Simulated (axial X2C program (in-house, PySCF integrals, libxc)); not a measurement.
# Density and ELF of CdB

Computed with an in-house relativistic program for diatomic molecules. Two-component (2c) means X2C with spin–orbit coupling and atomic mean-field two-electron Coulomb and Gaunt terms. Basis: Cd dyall-cv3z [12s12p8d5f3g], B dyall-v3z [7s6p2d1f] (cores contracted in-house); Gaussian nuclei, density fitting, unrestricted open shells. Masses: Cd 113.903 u, B 11.009 u.

PBE0, two-component, state Ω = 1/2 (⟨Sz⟩ = -0.50, ⟨Lz⟩ = 1.00 at PBE0); Cd at z = 0, B at z = 2.415 Å.

The maps cover the half plane through the axis: z from -2.4 to 4.8 Å along the bond, ρ from 0.15 to 2.25 Å away from it (steps of 0.3 Å, the bottom row nearest the axis).

log10 of the density in e/bohr³:

digits 0 to 9 span -4.55 to 1.80 evenly
```
0011122222222222222111000
0112222333222222222221100
1122233333333333333222110
1222334444433334443332211
1223344555444444444433211
2233445666544445554433221
2233456777654455555443221
2234457898755556865443321
```

Electron localisation function (collinear form, no current term, damped to 0 at low density):

digits 0 to 9 span 0.00 to 1.00 evenly
```
0000123322100000111000000
0012344333210012344310000
0134433333221124677642000
0244332222222247888764100
1443322222222468999876300
2443223454222578899987410
3432225777522672038987520
3432236272622650915987520
```

Axial spin density in 10⁻³ e/bohr³:

digits 0 to 9 span -2.72 to 2.72 evenly, values beyond are clipped
```
5555555444444444444444444
5555555444443333333444444
5555555544433211012344444
5555555544322000000234444
5555666544320000000034444
5556776554320000000024444
5567896452421000000024444
5567995770533430000034445
```

Occupations by symmetry block were frozen at the best pattern of an incomplete PBE0 search. Density functionals use the spin component along the axis (collinear). PBE0 can misorder states that lie within some tenths of an eV, so this need not be the ground state of the molecule. The nearest other 2c determinant of the search, Ω = 3/2, lies 0.02 eV up at the distance of the search. The functionals have no current-density term, which raises determinants with orbital currents, atoms included.
